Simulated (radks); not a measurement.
Q: Spherical quantum dot in the effective-mass picture: electrons in a hard-walled sphere of radius 1.74, all in effective atomic units (hartree* = m*/eps^2 hartree, bohr* = eps/m* bohr), one dielectric constant everywhere. Calculated with a radial shooting solver with Libxc functionals: non-relativistic Kohn-Sham, LDA (Slater exchange, Perdew-Wang correlation), spin-polarised, spherical densities. Levels are named by radial order and angular momentum (1s, 1p, 1d, 2s, ...), and open shells are averaged over m. At N = 30 the configuration is 1s2 1p6 1d10 1f(up 7, down 5). Does electron 31 go into 2s up or 2s down or 1f down?

A: Into 1f down. The total energies of the other choices lie higher by 0.261 hartree* (2s up), 0.280 hartree* (2s down).
